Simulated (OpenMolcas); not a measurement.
# Ni2+: ligand-field states by method

Ni2+ with its 6 nearest fluoride ions at 2.053 Å, on the Cd site of idealised cubic KCdF3 (a = 4.302 Å, distance in the model lattice 2.151 Å). The rest of the host is ab initio model potentials to 7.6 Å, with orthogonalisation functions on the cations behind the ligands, and point charges beyond; the distance is set by hand and nothing relaxes. Ligand basis ANO-RCC-VDZP.
```
Ni    0.0000    0.0000    0.0000
F     2.0530    0.0000    0.0000
F     0.0000    2.0530    0.0000
F    -2.0530    0.0000    0.0000
F     0.0000   -2.0530    0.0000
F     0.0000    0.0000    2.0530
F     0.0000    0.0000   -2.0530
```

```
Program             : OpenMolcas
Basis               : ANO-RCC-VDZP [5s4p2d1f]
Scalar Hamiltonian  : DKH2, point nucleus
Active space        : 8 electrons in 5 orbitals (3d)
State averaging     : 2S+1 = 3 even, 10 roots; 2S+1 = 1 even, 15 roots
Spin-orbit coupling : RASSI with atomic mean-field integrals over the reference wave functions
```

I. CASSCF
II. SS-CASPT2, IPEA 0.25 Eh, imaginary shift 0.1 Eh (closed shells correlated: 3s 3p and the ligand valence shells)

Spin-free states (labels of O, the rotations of Oh) in cm-1, each column counted from its own energy of the first state listed:

```json
{"State": "3A2", "Degeneracy": "1", "I": "0", "II": "0"}
{"State": "3T2", "Degeneracy": "3", "I": "5986", "II": "7730"}
{"State": "3T1", "Degeneracy": "3", "I": "10444", "II": "12290"}
{"State": "1E", "Degeneracy": "2", "I": "18427", "II": "14590"}
{"State": "1T2", "Degeneracy": "3", "I": "23478", "II": "21440"}
{"State": "3T1", "Degeneracy": "3", "I": "26665", "II": "25120"}
{"State": "1A1", "Degeneracy": "1", "I": "28728", "II": "25240"}
{"State": "1T1", "Degeneracy": "3", "I": "30590", "II": "29500"}
{"State": "1E", "Degeneracy": "2", "I": "34009", "II": "34470"}
{"State": "1T2", "Degeneracy": "3", "I": "34753", "II": "34870"}
{"State": "1A1", "Degeneracy": "1", "I": "68471", "II": "59590"}
```

From I to II, I's first state of the same spin (3T2) moves from 5986 to 7730 cm-1, by about +1700 cm-1.

From I to II, I's first state of another spin (1E) moves from 18427 to 14590 cm-1, by about -3800 cm-1.

I: A least-squares ligand-field fit to the states below 45000 cm-1, each weighted by its degeneracy and with a free common offset, gives 10Dq = 5864 cm-1, B = 1272 cm-1 and C = 4673 cm-1 (C/B = 3.67), with an rms deviation of 63 cm-1. 

χT at 300 K: I 1.52, II 1.40 cm3 K/mol.

Roots that are degenerate in the reference are averaged as groups; the widest CASPT2 spread within a group is 35 cm-1 (the 3-fold group of multiplicity 3 near 7730 cm-1 above the lowest state of its run, II). Shifts and gaps below about the spread of the groups concerned are not significant. Over all roots computed the reference weight is 0.72 to 0.73 in II; a low but even weight reflects the number of correlated electrons. Ligand-to-metal charge-transfer states are missing. Without dynamic correlation the repulsion within the d shell is too large (B by tens of per cent), so at a given field states of lower spin stand too high (holds for I). With no ligand orbital active B as a rule stays too high, so bands that hang on it stand too high and its fall with covalency is understated (holds for I). With metal d orbitals alone and no dynamic correlation 10Dq can be off by a tenth to a fifth, either way, in oxide and fluoride hosts (holds for I). A single d shell leaves out the double-shell effect, which counts most for late 3d ions, where the CASPT2 field can be off either way by tens of per cent (holds for II). These CASPT2 states fit no ligand-field parameters well, so their order and spin gaps are uncertain (holds for II). For late 3d ions with one d shell CASPT2 can put B and the spin-flip bands somewhat low as well as high (holds for II). With one d shell and no ligand orbital active, 10Dq can be off by tens of per cent for divalent 3d ions, low with halides held by bare charges and at times high in hosts, and the orbital part of g and χT goes as 1/10Dq (holds for II). Free-ion shares, where given, are those of the reference states; single-state CASPT2 does not remix them (holds for II). No measured value stands beside these numbers; the geometry was set by hand and not optimised.
